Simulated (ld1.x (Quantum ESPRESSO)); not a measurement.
## An all-electron radial function and its pseudo partner (Li)

Columns: radius, all-electron u(r) and pseudo u(r) of the 2s shell (level -2.87 eV) of lithium in the configuration [He] 2s1 2p0; PBE, scalar-relativistic, ultrasoft scheme, ld1.x (Quantum ESPRESSO) 7.5.

| r (bohr) | all-electron | pseudo |
| --- | --- | --- |
| 0.230 | 0.1828 | -0.0603 |
| 0.460 | 0.1597 | -0.1198 |
| 0.690 | 0.0677 | -0.1776 |
| 0.920 | -0.0408 | -0.2329 |
| 1.150 | -0.1450 | -0.2851 |
| 1.380 | -0.2367 | -0.3333 |
| 1.610 | -0.3132 | -0.3769 |
| 1.840 | -0.3753 | -0.4155 |
| 2.070 | -0.4257 | -0.4485 |
| 2.300 | -0.4644 | -0.4755 |
| 2.530 | -0.4920 | -0.4963 |
| 2.760 | -0.5094 | -0.5105 |
| 2.990 | -0.5180 | -0.5181 |
| 3.220 | -0.5189 | -0.5189 |
| 3.450 | -0.5133 | -0.5133 |
| 3.680 | -0.5023 | -0.5023 |
| 3.910 | -0.4871 | -0.4871 |
| 4.140 | -0.4686 | -0.4686 |
| 4.370 | -0.4478 | -0.4478 |
| 4.600 | -0.4253 | -0.4253 |
| 4.830 | -0.4019 | -0.4019 |
| 5.060 | -0.3782 | -0.3782 |
| 5.290 | -0.3546 | -0.3546 |
| 5.520 | -0.3314 | -0.3314 |
| 5.750 | -0.3088 | -0.3088 |
| 5.980 | -0.2870 | -0.2870 |

Q: How many radial nodes do the two functions have?

A: The all-electron 2s function has n − l − 1 = 1; the pseudo-wave has 0, since the states of the same l below it are removed with the core.

Q: At about which radius was the pseudo-wave matched?

A: 3.20 bohr, where the columns begin to agree (steps of 0.23 bohr).

Q: Is the pseudo-wave norm-conserving?

A: No, it belongs to an ultrasoft set: the norm inside the radius is not constrained, and the difference is carried by the augmentation charge.
